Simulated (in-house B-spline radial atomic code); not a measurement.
Atomic self-consistent-field run: the tin ion Sn⁴⁺. Level of theory: scalar-relativistic (X2C) revTPSS, spin-polarised, spherical fractional occupations, Fermi nucleus of rms radius 4.6519 fm; calculated with a radial B-spline atomic code at the basis-set limit.

Command:
```bash
python run_scf.py task.json out
```
Settings (nuclear radius in fm, mass in u):
```
Z                50
configuration    [Kr] 4d10
hamiltonian      x2c
method           revtpss,revtpss
spin_polarised   True
nucleus          fermi
rms_radius       4.6519
atomic_mass      119.9022
speed_of_light   137.035999084
```

Output (hartree, bohr):
```
 radial grid: 68 intervals, B-splines of order 8, outer radius 22.1277 bohr

 iter        energy (Eh)    residual
    1       -6171.889485    7.85e-02
    2       -6171.892979    2.23e-03
    3       -6171.893007    8.20e-04
    4       -6171.893009    3.42e-04
    5       -6171.893010    6.07e-05
    6       -6171.893010    5.30e-06
    7       -6171.893010    8.80e-08

 total energy                     -6171.89301
 kinetic                            6499.3270
 electron-nucleus                 -14913.0638
 Hartree                            2406.1410
 exchange-correlation               -164.2972

 orbital      occ     eigenvalue          <r>       <r^2>       <1/r>       r_max
 1s up      1.000     -1066.9657    0.0284614  0.00110675      55.516     0.01808
 1s down    1.000     -1066.9657    0.0284614  0.00110675      55.516     0.01808
 2s up      1.000      -162.4101     0.124959   0.0184749     12.5843      0.1059
 2s down    1.000      -162.4101     0.124959   0.0184749     12.5843      0.1059
 2p up      3.000      -145.9187     0.109339   0.0146107     11.6981     0.08466
 2p down    3.000      -145.9187     0.109339   0.0146107     11.6981     0.08466
 3s up      1.000       -32.6722     0.338833    0.131399      4.4057      0.3075
 3s down    1.000       -32.6722     0.338833    0.131399      4.4057      0.3075
 3p up      3.000       -27.2655     0.337377    0.132177     4.11567      0.3009
 3p down    3.000       -27.2655     0.337377    0.132177     4.11567      0.3009
 3d up      5.000       -18.9440     0.314713    0.117578     3.86436      0.2512
 3d down    5.000       -18.9440     0.314713    0.117578     3.86436      0.2512
 4s up      1.000        -6.5001     0.819569    0.759619     1.71034      0.7464
 4s down    1.000        -6.5001     0.819569    0.759619     1.71034      0.7464
 4p up      3.000        -4.8667     0.884557    0.892778     1.54107      0.7889
 4p down    3.000        -4.8667     0.884557    0.892778     1.54107      0.7889
 4d up      5.000        -2.4834      1.06764     1.33818     1.24174      0.8825
 4d down    5.000        -2.4834      1.06764     1.33818     1.24174      0.8825
```

Cost of the run: 0.44 s on 1 thread of Arm Neoverse V1, with other jobs on the host.

One-electron X2C: radii and densities carry no picture-change correction, so inner-shell <1/r> comes out high (for 1s by about 2 % at Z = 33, 5 % at 54, 10 % at 75, 30 % at 118) and <r> low.
